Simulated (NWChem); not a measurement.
Lowest excitation of H₅BN₂

```xyz
8

B      0.0000     0.0000     0.4932
H      0.0000     0.0000     1.7068
N      1.2431     0.0000    -0.1759
H      2.1178     0.0000     0.3260
H      1.3522     0.0000    -1.1808
N     -1.2431     0.0000    -0.1759
H     -1.3522     0.0000    -1.1808
H     -2.1178     0.0000     0.3260
```
Charge 0, spin multiplicity 1.

All runs are NWChem calculations. Structure: optimised with PBE0/def2-SVP, a minimum by its harmonic frequencies. It is one conformer; others weren't searched.

Basis set: def2-SVP. CR-EOMCCSD(T) is the triples correction to the same EOM-CCSD root.

The correlated methods keep 3 core orbitals frozen. B3LYP has NWChem's definition, with VWN1-RPA local correlation. The structure started from a generated list of species. Coupled-cluster values serve here as a point of comparison, not as the truth.

```tsv
method	lowest vertical singlet excitation energy (eV)
TDA-LDA (SVWN5)	…
CIS	8.19
TD-PBE	6.34
TD-B3LYP	6.71
EOM-CCSD	7.29
CR-EOMCCSD(T)	…
```

Question: Some entries are withheld; supply them.

Answer: 
- TDA-LDA (SVWN5), lowest vertical singlet excitation energy (eV): 6.42
- CR-EOMCCSD(T), lowest vertical singlet excitation energy (eV): 7.19
